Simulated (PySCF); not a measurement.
C2H7NSi2. Atoms are numbered in the order given.

```xyz
12

N      2.2762    -1.3128     0.8183
C      1.7177    -0.2981     0.8775
C      0.9673     0.9466     0.8976
Si    -0.2934     1.0490    -0.5529
Si    -1.6766    -0.8516    -0.5397
H      1.6588     1.8034     0.8402
H      0.4188     1.0308     1.8505
H     -1.0813     2.3010    -0.3532
H      0.4684     1.1550    -1.8299
H     -2.2878    -0.9983     0.8146
H     -2.7638    -0.6891    -1.5487
H     -0.8771    -2.0672    -0.8574
```
Charge 0, spin multiplicity 1.

Geometry optimised at B3LYP-D3(BJ)/def2-SVP. The structure was generated by enumeration, and PubChem lists no compound with its InChIKey, so it may never have been made. The values are those of a single conformer.

Method: B3LYP-D3(BJ)/def2-SVP (PySCF 2.14.0).

Frequencies are harmonic and unscaled.

```json
[
 {"mode": "1", "ν (cm⁻¹)": "47", "IR (km/mol)": "4.0", "Raman (Å⁴/amu)": "1.9", "depolarisation": "0.72", "moving atoms (share of kinetic energy)": "N 33 %, Si 30 %, H 27 %, C 10 %"},
 {"mode": "2", "ν (cm⁻¹)": "88", "IR (km/mol)": "0.9", "Raman (Å⁴/amu)": "0.3", "depolarisation": "0.67", "moving atoms (share of kinetic energy)": "H 80 %, N 11 %"},
 {"mode": "3", "ν (cm⁻¹)": "111", "IR (km/mol)": "1.3", "Raman (Å⁴/amu)": "0.8", "depolarisation": "0.56", "moving atoms (share of kinetic energy)": "H 31 %, C 26 %, Si 25 %, N 18 %"},
 {"mode": "4", "ν (cm⁻¹)": "176", "IR (km/mol)": "7.0", "Raman (Å⁴/amu)": "1.9", "depolarisation": "0.75", "moving atoms (share of kinetic energy)": "Si 32 %, C 26 %, N 21 %, H 20 %"},
 {"mode": "5", "ν (cm⁻¹)": "356", "IR (km/mol)": "13.0", "Raman (Å⁴/amu)": "0.9", "depolarisation": "0.75", "moving atoms (share of kinetic energy)": "H 79 %, C 12 %"},
 {"mode": "6", "ν (cm⁻¹)": "383", "IR (km/mol)": "3.5", "Raman (Å⁴/amu)": "2.2", "depolarisation": "0.75", "moving atoms (share of kinetic energy)": "C 43 %, H 42 %, N 14 %"},
 {"mode": "7", "ν (cm⁻¹)": "416", "IR (km/mol)": "2.8", "Raman (Å⁴/amu)": "19.8", "depolarisation": "0.19", "moving atoms (share of kinetic energy)": "Si 74 %, H 18 %"},
 {"mode": "8", "ν (cm⁻¹)": "467", "IR (km/mol)": "7.8", "Raman (Å⁴/amu)": "2.6", "depolarisation": "0.73", "moving atoms (share of kinetic energy)": "C 51 %, H 21 %, Si 19 %, N 9 %"},
 {"mode": "9", "ν (cm⁻¹)": "499", "IR (km/mol)": "12.8", "Raman (Å⁴/amu)": "4.2", "depolarisation": "0.70", "moving atoms (share of kinetic energy)": "H 79 %, Si 13 %"},
 {"mode": "10", "ν (cm⁻¹)": "561", "IR (km/mol)": "1.4", "Raman (Å⁴/amu)": "5.7", "depolarisation": "0.44", "moving atoms (share of kinetic energy)": "H 57 %, Si 28 %, C 12 %"},
 {"mode": "11", "ν (cm⁻¹)": "654", "IR (km/mol)": "0.8", "Raman (Å⁴/amu)": "17.2", "depolarisation": "0.56", "moving atoms (share of kinetic energy)": "H 58 %, C 28 %, Si 13 %"},
 {"mode": "12", "ν (cm⁻¹)": "676", "IR (km/mol)": "4.4", "Raman (Å⁴/amu)": "10.9", "depolarisation": "0.70", "moving atoms (share of kinetic energy)": "H 76 %, C 19 %"},
 {"mode": "13", "ν (cm⁻¹)": "774", "IR (km/mol)": "107.3", "Raman (Å⁴/amu)": "8.4", "depolarisation": "0.51", "moving atoms (share of kinetic energy)": "H 63 %, C 22 %, Si 13 %"},
 {"mode": "14", "ν (cm⁻¹)": "831", "IR (km/mol)": "295.1", "Raman (Å⁴/amu)": "3.7", "depolarisation": "0.73", "moving atoms (share of kinetic energy)": "H 76 %, C 16 %"},
 {"mode": "15", "ν (cm⁻¹)": "891", "IR (km/mol)": "62.0", "Raman (Å⁴/amu)": "8.0", "depolarisation": "0.74", "moving atoms (share of kinetic energy)": "H 85 %, Si 10 %"},
 {"mode": "16", "ν (cm⁻¹)": "933", "IR (km/mol)": "13.4", "Raman (Å⁴/amu)": "34.1", "depolarisation": "0.75", "moving atoms (share of kinetic energy)": "H 95 %"},
 {"mode": "17", "ν (cm⁻¹)": "942", "IR (km/mol)": "37.9", "Raman (Å⁴/amu)": "25.6", "depolarisation": "0.75", "moving atoms (share of kinetic energy)": "H 97 %"},
 {"mode": "18", "ν (cm⁻¹)": "947", "IR (km/mol)": "89.4", "Raman (Å⁴/amu)": "3.8", "depolarisation": "0.71", "moving atoms (share of kinetic energy)": "H 96 %"},
 {"mode": "19", "ν (cm⁻¹)": "972", "IR (km/mol)": "1.9", "Raman (Å⁴/amu)": "3.0", "depolarisation": "0.32", "moving atoms (share of kinetic energy)": "C 49 %, H 28 %, N 22 %"},
 {"mode": "20", "ν (cm⁻¹)": "1157", "IR (km/mol)": "5.7", "Raman (Å⁴/amu)": "3.2", "depolarisation": "0.74", "moving atoms (share of kinetic energy)": "H 87 %, C 13 %"},
 {"mode": "21", "ν (cm⁻¹)": "1174", "IR (km/mol)": "10.6", "Raman (Å⁴/amu)": "17.1", "depolarisation": "0.44", "moving atoms (share of kinetic energy)": "H 62 %, C 37 %"},
 {"mode": "22", "ν (cm⁻¹)": "1413", "IR (km/mol)": "11.3", "Raman (Å⁴/amu)": "10.9", "depolarisation": "0.65", "moving atoms (share of kinetic energy)": "H 90 %, C 10 %"},
 {"mode": "23", "ν (cm⁻¹)": "2209", "IR (km/mol)": "78.3", "Raman (Å⁴/amu)": "81.3", "depolarisation": "0.52", "moving atoms (share of kinetic energy)": "H 98 %"},
 {"mode": "24", "ν (cm⁻¹)": "2215", "IR (km/mol)": "43.0", "Raman (Å⁴/amu)": "297.5", "depolarisation": "0.08", "moving atoms (share of kinetic energy)": "H 97 %"},
 {"mode": "25", "ν (cm⁻¹)": "2221", "IR (km/mol)": "71.1", "Raman (Å⁴/amu)": "194.7", "depolarisation": "0.43", "moving atoms (share of kinetic energy)": "H 96 %"},
 {"mode": "26", "ν (cm⁻¹)": "2227", "IR (km/mol)": "105.6", "Raman (Å⁴/amu)": "99.3", "depolarisation": "0.36", "moving atoms (share of kinetic energy)": "H 96 %"},
 {"mode": "27", "ν (cm⁻¹)": "2239", "IR (km/mol)": "89.4", "Raman (Å⁴/amu)": "63.6", "depolarisation": "0.37", "moving atoms (share of kinetic energy)": "H 96 %"},
 {"mode": "28", "ν (cm⁻¹)": "2370", "IR (km/mol)": "24.3", "Raman (Å⁴/amu)": "76.4", "depolarisation": "0.26", "moving atoms (share of kinetic energy)": "C 62 %, N 38 %"},
 {"mode": "29", "ν (cm⁻¹)": "3050", "IR (km/mol)": "0.6", "Raman (Å⁴/amu)": "120.6", "depolarisation": "0.07", "moving atoms (share of kinetic energy)": "H 95 %"},
 {"mode": "30", "ν (cm⁻¹)": "3105", "IR (km/mol)": "0.4", "Raman (Å⁴/amu)": "83.5", "depolarisation": "0.71", "moving atoms (share of kinetic energy)": "H 90 %, C 10 %"}
]
```
